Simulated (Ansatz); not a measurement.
Consider the formal exchange of groups at the Si–N bond: `[Cl][GeH2][NH][SiH](Cl)Cl` + `F[SiH](F)Cl` → `F[Si](F)(Cl)[SiH](Cl)Cl` + `[NH2][GeH2][Cl]`.

Program: Ansatz. Geometries: PBE0-D4/def2-TZVP. ΔE: electronic, gas phase. CCSD(T)/CBS adds triple-zeta CCSD(T) − MP2 to the extrapolated MP2 energy (def2 sets, frozen cores). This one scheme is used for every species. DFT in def2-TZVPP. For Ge outer-core shells are correlated without core-valence functions, which leaves a few kJ/mol of doubt a bond. Scalar relativity is left out up to krypton. One conformer a species, not always the lowest.

CCSD(T)/CBS gives +22.3 kcal/mol.

(1) Another level gave +19.6 kcal/mol. Which?
A. B2PLYP/def2-TZVPP
B. CCSD/def2-TZVPP
C. PBE/def2-TZVPP
D. r2SCAN/def2-TZVPP

Largest T1 diagnostic among the species: 0.011.

Answers

(1) D. r2SCAN 19.6, CCSD/def2-TZVPP 23.2, PBE 15.1, B2PLYP 21.7 kcal/mol.

From PBE to PBE0 (25 % exact exchange), in def2-TZVPP and without D4, ΔE moves by +2.6 kcal/mol.
